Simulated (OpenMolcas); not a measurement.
## Multiconfigurational calculation on Mo IV

Input:

```
&GATEWAY
Coord
1

Mo 0.0 0.0 0.0
Basis=ANO-RCC-MB
Group=XYZ
NoMove
AngMom=0.0 0.0 0.0
AMFI
&SEWARD
&RASSCF
FileOrb=start.orb
Symmetry=1
Spin=4
nActEl=3 0 0
Inactive=9 9
Ras2=5 0
CIRoot=10 10 1
SDav=10
CIMx=300
Iter=120 100
PrWF=0.3
OrbListing=Nothing
MaxOrb=0
Atom
>>> COPY $Project.JobIph JOB001
&RASSCF
FileOrb=start.orb
Symmetry=1
Spin=2
nActEl=3 0 0
Inactive=9 9
Ras2=5 0
CIRoot=40 40 1
SDav=40
CIMx=300
Iter=120 100
PrWF=0.3
OrbListing=Nothing
MaxOrb=0
Atom
CIOnly
>>> COPY $Project.JobIph JOB002
&RASSI
NrOfJobIphs=2 10 40
1 2 3 4 5 6 7 8 9 10
1 2 3 4 5 6 7 8 9 10 11 12 13 14 15 16 17 18 19 20 21 22 23 24 25 26 27
28 29 30 31 32 33 34 35 36 37 38 39 40
IphNames
JOB001
JOB002
EJob
SpinOrbit
DIPRint=1.0
SOCoupling=1000.0
Subsets=2
MEES
Property=10
'ANGMOM' 1 'ANGMOM' 2 'ANGMOM' 3 'MLTPL  1' 1 'MLTPL  1' 2 'MLTPL  1' 3
'AMFI' 1 'AMFI' 2 'AMFI' 3 'MLTPL  2' 6
SOProperty=3
'ANGMOM' 1 'ANGMOM' 2 'ANGMOM' 3
```

Launched by
```bash
OMP_NUM_THREADS=1 MOLCAS_MEM=2252 MOLCAS_PROJECT=a pymolcas a.inp > a.log  # once for each step of the input, in one work folder
```

A driver script runs the steps one by one and writes start.orb anew before each from the orbitals found so far, so a CI-only block uses the converged orbitals of the first block.

Output, cut to the results:

```
--- SEWARD ---
Basis set label: MO.ANO-RCC...5S4P2D.

      Electronic valence basis set:
      ------------------
      Associated Effective Charge  42.000000 au
      Associated Actual Charge     42.000000 au
      Nuclear Model: Point charge

      Shell  nPrim  nBasis  Cartesian Spherical Contaminant
         s      21       5        X
         p      18       4        X
         d      13       2                 X
                  Relativistic Douglas-Kroll-Hess integrals:
                    - DKH order of Hamiltonian: 2
                    - DKH order of Properties : 0
                  Atomic mean-field integrals
--- RASSCF ---
Wave function specifications:
      -----------------------------

      Number of closed shell electrons          36
      Number of electrons in active shells       3
      Max number of holes in RAS1 space          0
      Max nr of electrons in RAS3 space          0
      Number of inactive orbitals               18
      Number of active orbitals                  5
      Number of secondary orbitals               4
      Spin quantum number                      1.5
      State symmetry                             1
Orbital specifications:
      -----------------------

      Symmetry species                           1   2
                                                ag  au
      Frozen orbitals                            0   0
      Inactive orbitals                          9   9
      Active orbitals                            5   0
      RAS1 orbitals                              0   0
      RAS2 orbitals                              5   0
      RAS3 orbitals                              0   0
      Secondary orbitals                         1   3
      Deleted orbitals                           0   0
      Number of basis functions                 15  12
      Number of CSFs                            10
      Number of root(s) required                10
      Iter CI   SX   CI       RASSCF       Energy    max ROT     max BLB   max BLB  Level Ln srch  Step   QN
          iter iter root      energy       change     param      element    value   shift minimum  type update
 Nr of preliminary CI iterations:   1
      Total energies have been shifted. Add                -4000.00 au
        1   1    1    0   -43.79687208    0.00E+00   0.00E+00    9  15 1  2.22E-09   0.00   0.00    SX    NO
        2   1    1    0   -43.79687208    1.36E-12   0.00E+00    9  15 1  2.22E-09   0.00   0.00    SX    NO
        3   1    1    0   -43.79687208   -1.82E-12   0.00E+00    9  15 1  2.22E-09   0.00   0.00    SX    NO
        4   1    1    0   -43.79687208   -9.09E-13   0.00E+00    9  15 1  2.22E-09   0.00   0.00    SX    NO
      Convergence after  4 iterations
        5   1    1    0   -43.79687208    0.00E+00   0.00E+00    9  15 1  2.22E-09   0.00   0.00    SX    NO
      Natural orbitals and occupation numbers for root  1
      sym 1:   0.084765   1.000000   0.915235   0.084765   0.915235
      Natural orbitals and occupation numbers for root  2
      sym 1:   0.255143   0.744857   0.255143   1.000000   0.744857
      Natural orbitals and occupation numbers for root  3
      sym 1:   1.000000   0.077487   0.077487   0.922513   0.922513
::    RASSCF root number  1 Total energy:  -4043.81089766
::    RASSCF root number  2 Total energy:  -4043.81089766
::    RASSCF root number  3 Total energy:  -4043.81089766
::    RASSCF root number  4 Total energy:  -4043.81089766
::    RASSCF root number  5 Total energy:  -4043.81089766
::    RASSCF root number  6 Total energy:  -4043.81089766
::    RASSCF root number  7 Total energy:  -4043.81089766
::    RASSCF root number  8 Total energy:  -4043.76414572
::    RASSCF root number  9 Total energy:  -4043.76414572
::    RASSCF root number 10 Total energy:  -4043.76414572
--- RASSCF ---
Wave function specifications:
      -----------------------------

      Number of closed shell electrons          36
      Number of electrons in active shells       3
      Max number of holes in RAS1 space          0
      Max nr of electrons in RAS3 space          0
      Number of inactive orbitals               18
      Number of active orbitals                  5
      Number of secondary orbitals               4
      Spin quantum number                      0.5
      State symmetry                             1
Orbital specifications:
      -----------------------

      Symmetry species                           1   2
...
--- RASSI ---
SPIN-FREE ENERGIES:
  (Shifted by EMIN (a.u.) =      -4043.8108976631)

 SF State       Relative EMIN(au)   Rel lowest level(eV)    D:o, cm**(-1)      L_eff

     1             0.0000000000        0.0000000000              0.0000         3.0
     2             0.0000000000        0.0000000000              0.0000         3.0
     3             0.0000000000        0.0000000000              0.0000         3.0
     4             0.0000000000        0.0000000000              0.0000         3.0
     5             0.0000000000        0.0000000000              0.0000         3.0
     6             0.0000000000        0.0000000000              0.0000         3.0
     7             0.0000000000        0.0000000000              0.0000         3.0
     8             0.0467519396        1.2721850865          10260.8647         1.0
     9             0.0467519396        1.2721850865          10260.8647         1.0
    10             0.0467519396        1.2721850865          10260.8647         1.0
    11             0.0489109763        1.3309354676          10734.7185         4.0
    12             0.0489109763        1.3309354676          10734.7185         4.0
    13             0.0489109763        1.3309354676          10734.7185         4.0
    14             0.0489109763        1.3309354676          10734.7185         4.0
    15             0.0489109763        1.3309354676          10734.7185         4.0
    16             0.0489109763        1.3309354676          10734.7185         4.0
    17             0.0489109763        1.3309354676          10734.7185         4.0
    18             0.0489109763        1.3309354676          10734.7185         4.0
    19             0.0489109763        1.3309354676          10734.7185         4.0
    20             0.0644949562        1.7549971631          14155.0067         4.5
    21             0.0644949562        1.7549971631          14155.0067         4.8
...
```

Levels above the lowest, from the spin-orbit matrix, grouped by J:

```json
{"Configuration": "4d³", "Term": "⁴F", "J": "3/2", "E (cm⁻¹)": "0.0", "Measured (cm⁻¹)": "0.0", "g": "0.401", "Term weight %": "99", "Second": ""}
{"Configuration": "4d³", "Term": "⁴F", "J": "5/2", "E (cm⁻¹)": "540", "Measured (cm⁻¹)": "778", "g": "1.029", "Term weight %": "100", "Second": ""}
{"Configuration": "4d³", "Term": "⁴F", "J": "7/2", "E (cm⁻¹)": "1242", "Measured (cm⁻¹)": "1760", "g": "1.238", "Term weight %": "100", "Second": ""}
{"Configuration": "4d³", "Term": "⁴F", "J": "9/2", "E (cm⁻¹)": "2065", "Measured (cm⁻¹)": "2865", "g": "1.332", "Term weight %": "99", "Second": ""}
{"Configuration": "4d³", "Term": "⁴P", "J": "1/2", "E (cm⁻¹)": "10911", "Measured (cm⁻¹)": "10338", "g": "2.609", "Term weight %": "97", "Second": "3 ²P"}
{"Configuration": "4d³", "Term": "⁴P", "J": "3/2", "E (cm⁻¹)": "10995", "Measured (cm⁻¹)": "10331", "g": "1.699", "Term weight %": "92", "Second": "7 ²P"}
{"Configuration": "4d³", "Term": "²G", "J": "7/2", "E (cm⁻¹)": "11563", "Measured (cm⁻¹)": "11580", "g": "0.890", "Term weight %": "100", "Second": ""}
{"Configuration": "4d³", "Term": "⁴P", "J": "5/2", "E (cm⁻¹)": "11769", "Measured (cm⁻¹)": "11612", "g": "1.599", "Term weight %": "99", "Second": ""}
{"Configuration": "4d³", "Term": "²G", "J": "9/2", "E (cm⁻¹)": "12133", "Measured (cm⁻¹)": "12311", "g": "1.094", "Term weight %": "90", "Second": "9 ²H"}
{"Configuration": "4d³", "Term": "²P", "J": "3/2", "E (cm⁻¹)": "14981", "Measured (cm⁻¹)": "", "g": "1.144", "Term weight %": "53", "Second": "40 ²D(1)"}
{"Configuration": "4d³", "Term": "²P", "J": "1/2", "E (cm⁻¹)": "15163", "Measured (cm⁻¹)": "14348", "g": "0.727", "Term weight %": "97", "Second": "3 ⁴P"}
{"Configuration": "4d³", "Term": "²H", "J": "9/2", "E (cm⁻¹)": "15379", "Measured (cm⁻¹)": "15995", "g": "0.928", "Term weight %": "91", "Second": "9 ²G"}
{"Configuration": "4d³", "Term": "²H", "J": "11/2", "E (cm⁻¹)": "15718", "Measured (cm⁻¹)": "16357", "g": "1.091", "Term weight %": "100", "Second": ""}
{"Configuration": "4d³", "Term": "²D(1)", "J": "5/2", "E (cm⁻¹)": "17139", "Measured (cm⁻¹)": "16809", "g": "1.202", "Term weight %": "99", "Second": ""}
{"Configuration": "4d³", "Term": "²D(1)", "J": "3/2", "E (cm⁻¹)": "17261", "Measured (cm⁻¹)": "17107", "g": "1.023", "Term weight %": "58", "Second": "40 ²P"}
{"Configuration": "4d³", "Term": "²F", "J": "7/2", "E (cm⁻¹)": "25566", "Measured (cm⁻¹)": "24787", "g": "1.143", "Term weight %": "100", "Second": ""}
{"Configuration": "4d³", "Term": "²F", "J": "5/2", "E (cm⁻¹)": "25833", "Measured (cm⁻¹)": "25100", "g": "0.858", "Term weight %": "100", "Second": ""}
{"Configuration": "4d³", "Term": "²D(2)", "J": "5/2", "E (cm⁻¹)": "39765", "Measured (cm⁻¹)": "38922", "g": "1.199", "Term weight %": "99", "Second": ""}
{"Configuration": "4d³", "Term": "²D(2)", "J": "3/2", "E (cm⁻¹)": "40081", "Measured (cm⁻¹)": "39231", "g": "0.800", "Term weight %": "100", "Second": ""}
```

Against the 17 measured excited levels shown (Sugar and Musgrove, J. Phys. Chem. Ref. Data 17, 155 (1988)) the mean absolute deviation is 520 cm-1; the largest miss in energy is 4d³ ²D_3/2(2): computed 40081, measured 39231 cm⁻¹ (+2.2 %), and the largest in proportion 4d³ ⁴F_5/2 (-30.6 %).

Without dynamic correlation excited terms often stand tens of per cent too high (terms of higher spin than the ground term too low), and those without a measured partner can miss by more than the paired ones. Terms from blocks run as CI alone lack orbitals of their own. The basis is small and was not contracted for so high a charge. Measured partners are found by configuration, term and J. A level has none where our copy of the source lacks it or the pairing is in doubt (some pairs that miss far off the trend of their configuration count as doubtful), and it then counts in no deviation. Only configurations of the active space appear.

The RASSCF and RASSI steps took 13 s on 1 thread of Intel(R) Xeon(R) Platinum 8488C (Sapphire Rapids) (shared host); the integral step is not counted.

The term weight is that of the spin-free term in the level, not the purity of its configuration. A number in round brackets counts repeated terms of one configuration in the order of the reference energies.
